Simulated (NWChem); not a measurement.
Molecule: CH$_{2}$FNOSi; SMILES [SiH2](F)N=C=O

```xyz
7

Si    -0.4432    -1.1903    -0.0013
F      1.0156    -1.9221    -0.0021
N     -0.2121     0.5118    -0.0042
C      0.0199     1.7000    -0.0005
O      0.2336     2.8602     0.0022
H     -1.1632    -1.5794     1.2482
H     -1.1666    -1.5829    -1.2479
```
Atoms are numbered in this order, from 1.

Program: NWChem. Pople sets run with spherical d functions. Coordinates come from a PBE-D3(BJ)/def2-SVP optimisation. Vzz is the largest principal value of the second derivative of the potential at the nucleus (NWChem prints the opposite sign); η is the asymmetry. Non-relativistic.

```csv
level,Vzz N3 (a.u.),η N3,Vzz O5 (a.u.),η O5
Hartree-Fock/def2-SVP,0.512,0.02,0.849,0.07
Hartree-Fock/cc-pVTZ,0.447,0.02,0.798,0.08
PBE0/def2-TZVP,0.440,0.06,0.692,0.11
PBE0/6-31G*,0.512,0.06,?,0.10
```

Q: What belongs in the gaps?

A: 
- PBE0/6-31G*, Vzz O5 (a.u.): 0.807
